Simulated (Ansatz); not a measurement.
Reaction (SMILES): F[Si](F)Br -> F[Si]F + Br atom (the Br-Si bond at the site shown breaks; other sites are not compared here)
Each molecule is optimised on its own at B3LYP-D3(BJ)/def2-TZVP (Ansatz, an electronic-structure program). Unstable Hartree-Fock reference: F[Si]F.

Property: bond dissociation energy (electronic energy difference), in kJ/mol. Cores are frozen in the correlated levels unless marked. UHF or UKS for open shells. Spin-orbit coupling is left out. The frozen core is the preceding noble-gas configuration, with the filled d and f shells of earlier blocks. No relativistic terms. 

```json
[
 {"level": "HF/6-31G*", "program": "Ansatz", "bond dissociation energy (kJ/mol)": "162.0"},
 {"level": "SVWN5/def2-TZVPD", "program": "Ansatz", "bond dissociation energy (kJ/mol)": "261.0"},
 {"level": "PBE-D3(BJ)/def2-TZVPD", "program": "Ansatz + dftd3", "bond dissociation energy (kJ/mol)": "224.7"},
 {"level": "BLYP-D4/def2-TZVPD", "program": "Ansatz + dftd4", "bond dissociation energy (kJ/mol)": "194.3"},
 {"level": "BLYP/def2-TZVPD", "program": "Ansatz", "bond dissociation energy (kJ/mol)": "181.3"},
 {"level": "r2SCAN-D4/def2-TZVPD", "program": "Ansatz + dftd4", "bond dissociation energy (kJ/mol)": "247.2"},
 {"level": "PBE0-D4/def2-TZVPD", "program": "Ansatz + dftd4", "bond dissociation energy (kJ/mol)": "228.8"},
 {"level": "PBE0/def2-TZVPD", "program": "Ansatz", "bond dissociation energy (kJ/mol)": "223.6"},
 {"level": "BHLYP-D4/def2-TZVPD", "program": "Ansatz + dftd4", "bond dissociation energy (kJ/mol)": "203.4"},
 {"level": "BHLYP/def2-TZVPD", "program": "Ansatz", "bond dissociation energy (kJ/mol)": "193.9"},
 {"level": "r2SCANh-D4/def2-TZVPD", "program": "Ansatz + dftd4", "bond dissociation energy (kJ/mol)": "245.4"},
 {"level": "r2SCAN0-D4/def2-TZVPD", "program": "Ansatz + dftd4", "bond dissociation energy (kJ/mol)": "242.8"},
 {"level": "HSE06-D3(BJ)/def2-TZVPD", "program": "Ansatz + dftd3", "bond dissociation energy (kJ/mol)": "228.6"},
 {"level": "HSE06-D4/def2-TZVPD", "program": "Ansatz + dftd4", "bond dissociation energy (kJ/mol)": "229.2"},
 {"level": "HSE06/def2-TZVPD", "program": "Ansatz", "bond dissociation energy (kJ/mol)": "224.2"},
 {"level": "CAM-B3LYP-D3(BJ)/def2-TZVPD", "program": "Ansatz + dftd3", "bond dissociation energy (kJ/mol)": "199.4"},
 {"level": "CAM-B3LYP/def2-TZVPD", "program": "Ansatz", "bond dissociation energy (kJ/mol)": "194.1"},
 {"level": "wB97X-V/def2-TZVPD", "program": "Ansatz", "bond dissociation energy (kJ/mol)": "207.6"},
 {"level": "B2GP-PLYP-D4/def2-TZVPD", "program": "Ansatz + dftd4", "bond dissociation energy (kJ/mol)": "205.2"},
 {"level": "MP2/STO-3G", "program": "Ansatz", "bond dissociation energy (kJ/mol)": "168.9"}
]
```
